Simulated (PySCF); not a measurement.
Nonlinear optical response: SMILES C/C=C/S(C)(=O)=O, C4H8O2S

Geometry:
| atom | x (Å) | y (Å) | z (Å) |
| --- | --- | --- | --- |
| C1 | -2.612 | -0.463 | 0.221 |
| C2 | -1.200 | -0.499 | -0.245 |
| C3 | -0.332 | 0.491 | -0.167 |
| S4 | 1.318 | 0.271 | -0.815 |
| C5 | 2.367 | 0.293 | 0.670 |
| O6 | 1.413 | -1.032 | -1.416 |
| O7 | 1.655 | 1.415 | -1.618 |
| H8 | -2.858 | 0.497 | 0.668 |
| H9 | -3.279 | -0.645 | -0.621 |
| H10 | -2.783 | -1.254 | 0.950 |
| H11 | -0.858 | -1.422 | -0.695 |
| H12 | -0.532 | 1.471 | 0.227 |
| H13 | 3.394 | 0.174 | 0.349 |
| H14 | 2.067 | -0.533 | 1.301 |
| H15 | 2.234 | 1.245 | 1.167 |

The calculation used quadratic response CAM-B3LYP/aug-cc-pVDZ first hyperpolarisability, Taylor convention, gas phase in PySCF. Geometry: GFN2-xTB.

(1) Give β for the processes computed.

(2) Which lowest excitations, dipole and polarisabilities go with it?

## Answers

(1) In 10⁻³⁰ esu, Taylor convention; the vector part is βᵢ = ⅓ Σⱼ (βᵢⱼⱼ + βⱼᵢⱼ + βⱼⱼᵢ); β∥ is 3/5 of the vector part along the dipole, the dipole points from − to +:
```csv
process,λ (nm),β vector norm,β∥,β HRS,depolarisation ratio
"static β(0;0,0)",∞,1.21,-0.46,0.49,5.58
"second harmonic β(−2ω;ω,ω)",1907,1.26,-0.47,0.50,5.60
"Pockels β(−ω;ω,0)",1907,1.23,-0.46,–,–
"second harmonic β(−2ω;ω,ω)",1064,1.37,-0.49,0.55,5.62
"Pockels β(−ω;ω,0)",1064,1.26,-0.47,–,–
```

(2) S1 6.40 eV (f = 0.011); S2 6.91 eV (f = 0.118); S3 7.28 eV (f = 0.015); dipole 5.26 D; isotropic α 78.1 au static, 78.3 au at 1907 nm, 78.8 au at 1064 nm, 79.0 au at 953.5 nm, 81.0 au at 532 nm.
